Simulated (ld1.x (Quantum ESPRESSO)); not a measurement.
## What one change does to a pseudopotential (Ag, TM)

Ag, norm-conserving Troullier–Martins (Kleinman–Bylander form), made with ld1.x (Quantum ESPRESSO) 7.5 (PBE, fully relativistic). Core [Ar] 3d10, reference 4s2 4p6 4d10 5s0 5p1. Waves: 4p (bound): rc 1.70 bohr; 4d (bound): rc 1.45 bohr; 4s (bound): rc 1.15 bohr. Local part: the s channel. Core correction: none.

Open shells are filled in proportion to 2j + 1 (rel_dist='average').

Occupied shells without a wave of their own: 5p. They enter only through the test configuration that unscreens the potential.

Change: wave 4s (bound): rc 1.15 bohr becomes 4s (bound): rc 1.68 bohr.

Cutoffs: the cutoffs (Ry, on a coarse ladder) from which the occupation-weighted sum of valence levels, in a spherical-Bessel basis at the reference potential, stays within 10 and 1 mRy of its value at 400 Ry; they do not see the model core or the augmentation charge, which bear on the density cutoff. Errors are all-electron minus pseudo energies relative to the spin-unpolarised reference configuration.

What does the change do?

A bound ghost appears in s, which as a rule spoils a file; the miss of the reference levels goes from 0.12 to 0.46 eV; of the 7 tests that both files solve, the error grows in 7 and shrinks in 0 by more than 15 % and 0.3 meV (median size 195.2 → 2757.5 meV); the range in which the s phases agree narrows (upper end -0.6 → -3.1); the range in which the p1/2 phases agree narrows (upper end 0.5 → -1.3). More of the atom is replaced by a form fitted at one configuration, so other configurations suffer.

| quantity | base | changed |
| --- | --- | --- |
| cutoffs, loose and tight | 110 Ry, 200 Ry | not determined |
| bound ghosts | none | s (extra level of the local part) |
| largest miss of a reference level, eV | 0.12 | 0.46 |
| error for 4s2 4p6 4d10 5s1 5p0, meV [ΔE -3.86 eV] | +195 | +2820 |
| error for 4s2 4p6 4d10 5s0 5p0, meV [ΔE 3.90 eV] | -206 | -801 |
| error for 4s2 4p6 4d9 5s0 5p0, meV [ΔE 26.01 eV] | -423 | -1547 |
| error for 4s2 4p5 4d10 5s1 5p0, meV [ΔE 61.51 eV] | +169 | +3810 |
| error for 4s2 4p6 4d10 5s0.5 5p0, meV [ΔE -0.84 eV] | +19 | +1220 |
| error for 4s2 4p6 4d9 5s1 5p0, meV [ΔE 9.29 eV] | +169 | +3501 |
| error for 4s2 4p6 4d7 5s0 5p0, meV [ΔE 113.91 eV] | -846 | -2757 |
| s: phases at 1.86 bohr within 0.05 rad from the reference energy up to (Ry; the scan ends near 5) | -0.6 | -3.1 |
| p1/2: phases at 1.86 bohr within 0.05 rad from the reference energy up to (Ry; the scan ends near 5) | 0.5 | -1.3 |
| p3/2: phases at 1.86 bohr within 0.05 rad from the reference energy up to (Ry; the scan ends near 5) | 0.1 | -1.2 |
| d3/2: phases at 1.86 bohr within 0.05 rad from the reference energy up to (Ry; the scan ends near 5) | 4.3 | 1.2 |
| d5/2: phases at 1.86 bohr within 0.05 rad from the reference energy up to (Ry; the scan ends near 5) | 4.2 | 1.2 |

Base: The 5p level has no wave, so the channel is fitted at the deeper level alone: the likely source of the large errors. Changed file: These tests converged, but a pseudo level misses the all-electron one widely, so the file describes the atom poorly there or has found another state: 4s2 4p6 4d10 5s1 5p0: 5s by 2.8 eV; 4s2 4p6 4d10 5s0 5p0: empty 5s by 3.4 eV; 4s2 4p6 4d9 5s0 5p0: empty 5s by 6.0 eV; 4s2 4p5 4d10 5s1 5p0: 5s by 4.4 eV; 4s2 4p6 4d10 5s0.5 5p0: 5s by 3.6 eV; 4s2 4p6 4d9 5s1 5p0: 5s by 4.2 eV; 4s2 4p6 4d7 5s0 5p0: empty 5s by 9.4 eV. The 5p level has no wave, so the channel is fitted at the deeper level alone: the likely source of the large errors. A true bound ghost makes a file unfit for plane-wave use even where its test errors are small: the radial tests pick states by their node count and pass the ghost by.
